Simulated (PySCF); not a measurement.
BHandHLYP on Tl⁻ (thallium, charge -1), [Xe] 4f14 5d10 6s2 6p2, high-spin 3P determinant. All numbers are calculated (PySCF 2.14, scalar relativity through the core potential, in aug-cc-pwCVTZ-PP with ECP60MDF (8s7p6d4f1g, 96 functions)).

```
cycle= 1 E= -172.388437682223  delta_E= -0.00528  |g|= 0.014  |ddm|= 0.283
cycle= 2 E= -172.388613771621  delta_E= -0.000176  |g|= 0.00861  |ddm|= 0.0479
cycle= 3 E= -172.388641791487  delta_E= -2.8e-05  |g|= 0.00286  |ddm|= 0.0202
cycle= 4 E= -172.388647285353  delta_E= -5.49e-06  |g|= 0.000331  |ddm|= 0.0107
cycle= 5 E= -172.388647612024  delta_E= -3.27e-07  |g|= 7.49e-05  |ddm|= 0.00415
cycle= 6 E= -172.388647626357  delta_E= -1.43e-08  |g|= 1.11e-05  |ddm|= 0.00105
cycle= 7 E= -172.388647626934  delta_E= -5.77e-10  |g|= 4.62e-06  |ddm|= 0.000132
converged SCF energy = -172.388647626934  <S^2> = 2.0027817  2S+1 = 3.0018539
```

Highest occupied orbital energy: 0.468 eV; ⟨L²⟩ = 2.01; populations by l: s 4.00, p 8.00, d 10.00, f 0.00.

Question: Can this result be used?

Answer: With care. The run converged. Energies and moments cover only the electrons outside the core potential. Spin-orbit coupling is strong in this species (close to jj coupling), so the high-spin LS determinant is a model state, not a physical level. At BHandHLYP the highest occupied level has a positive energy, so only the finite basis holds that electron; in a semilocal or global hybrid functional this comes from self-interaction and does not mean that the real anion is unbound.
